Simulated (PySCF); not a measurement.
**Deuteron quadrupole couplings in `CP1CC[SiH](F)CC1`**

Species: C5H12FPSi.
Z-matrix (Å and degrees, PBE0-D3(BJ)/def2-SVP geometry), rows numbered from 1:
```
C 
P   1  1.8466
C   2  1.8658  1   99.46
C   3  1.5350  2  112.24  1  -169.63
Si  4  1.8726  3  111.04  2    63.72
F   5  1.6321  4  110.03  3  -169.20
C   5  1.8727  4  108.25  3   -49.24
C   7  1.5345  5  111.11  4    49.29
H   1  1.1004  2  109.37  3   171.07
H   1  1.1006  2  109.41  3   -71.40
H   1  1.1024  2  112.71  3    49.86
H   3  1.1061  2  109.38  1   -46.04
H   3  1.1032  2  107.08  1    68.85
H   4  1.1030  3  110.79  2  -173.38
H   4  1.1045  3  110.10  2   -56.10
H   5  1.4945  4  110.86  3    72.65
H   7  1.1029  5  110.21  4   172.64
H   7  1.1046  5  108.06  4   -71.56
H   8  1.1062  2  109.42  1    46.00
H   8  1.1034  2  107.05  1   -68.86
```

Level: PBE0/pcSseg-1 (PySCF, non-relativistic); Q(2H) = 0.00286 b; rigid geometry, the same for H and D, with no vibrational averaging.

Task: Rank these positions by the coupling χzz of a deuteron there, largest first.
A. H14 (methylene hydrogen)
B. H16 (Si–H hydrogen)
C. H19 (methylene hydrogen)

Result: A (196 kHz), C (189 kHz), B (92 kHz).

Task: What are Vzz, η and χzz (234.96 MHz × Q × Vzz) at all hydrogens?

Result: 
| atom | bonded to | bond length (Å) | Vzz (au) | η | χzz (kHz) |
| --- | --- | --- | --- | --- | --- |
| H9 | C1 | 1.100 | 0.2953 | 0.01 | 198 |
| H10 | C1 | 1.101 | 0.2951 | 0.01 | 198 |
| H11 | C1 | 1.102 | 0.2914 | 0.01 | 196 |
| H12 | C3 | 1.106 | 0.2817 | 0.03 | 189 |
| H13 | C3 | 1.103 | 0.2880 | 0.02 | 194 |
| H14 | C4 | 1.103 | 0.2918 | 0.03 | 196 |
| H15 | C4 | 1.105 | 0.2864 | 0.03 | 192 |
| H16 | Si5 | 1.495 | 0.1376 | 0.02 | 92 |
| H17 | C7 | 1.103 | 0.2920 | 0.03 | 196 |
| H18 | C7 | 1.105 | 0.2863 | 0.03 | 192 |
| H19 | C8 | 1.106 | 0.2816 | 0.03 | 189 |
| H20 | C8 | 1.103 | 0.2877 | 0.02 | 193 |

Task: Average by the element that carries the hydrogen.

Result: on C: 194 kHz over 11 positions, mean bond length 1.103 Å; on Si: 92 kHz over 1 position, mean bond length 1.495 Å.

Isolated species at its PBE0-D3(BJ)/def2-SVP geometry (one conformer only). These gradients aren't converged with respect to the basis.
